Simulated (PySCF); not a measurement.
Compound: tris(dimethylamino)phosphine, C6H18N3P.
Structure used (PBE0-D3(BJ)/def2-SVP), in Å, numbered top down from 1:
```
atom  x, y, z in Å
C1    -1.2582    2.6119    0.0421
N2    -0.4142    1.6558   -0.6257
C3    -0.5625    1.6123   -2.0572
P4     0.2591    0.3996    0.3275
N5     1.6791    0.1136   -0.6597
C6     2.4353   -1.0745   -0.3325
C7     2.5418    1.2566   -0.8562
N8    -0.5407   -1.0775   -0.0122
C9    -0.6986   -1.6508   -1.3232
C10   -1.4246   -1.6034    0.9941
H11   -1.0467    3.6399   -0.3066
H12   -2.3382    2.4223   -0.1244
H13   -1.0734    2.5756    1.1264
H14   -1.5714    1.2778   -2.3718
H15   -0.3960    2.6139   -2.4951
H16    0.1822    0.9288   -2.4874
H17    1.7607   -1.9230   -0.1595
H18    3.0662   -0.9512    0.5737
H19    3.1070   -1.3323   -1.1692
H20    3.2146    1.0752   -1.7120
H21    3.1802    1.4758    0.0264
H22    1.9464    2.1534   -1.0712
H23   -0.5812   -2.7500   -1.2849
H24    0.0722   -1.2543   -1.9977
H25   -1.6942   -1.4402   -1.7624
H26   -1.2666   -2.6891    1.1370
H27   -2.4947   -1.4573    0.7427
H28   -1.2324   -1.1022    1.9548
```

Computed at PBE0/pcSseg-1 (PySCF, non-relativistic), with Q(14N) = 0.02044 b: N2, 14N (I = 1): χzz = -5.785 MHz, η = 0.164; N5, 14N (I = 1): χzz = -5.667 MHz, η = 0.116.

**Question.** Find the zero-field quadrupole resonance frequencies of 14N at N2.

**Answer.** From ν± = (3/4)|χ|(1 ± η/3) and ν0 = |χ|η/2: ν+ 4.576 MHz, ν− 4.101 MHz, ν0 0.475 MHz (nitrogen bonded to 2 C and P).

**Question.** Where would the pure quadrupole (NQR) lines of 14N at N5 fall for the rigid, isolated species?

**Answer.** From ν± = (3/4)|χ|(1 ± η/3) and ν0 = |χ|η/2: ν+ 4.414 MHz, ν− 4.086 MHz, ν0 0.328 MHz (nitrogen bonded to 2 C and P).

In a crystal, neighbours and librations shift these lines. The basis is small and wasn't made for field gradients, so the couplings can be 20 % off.

One conformer stands for the species.
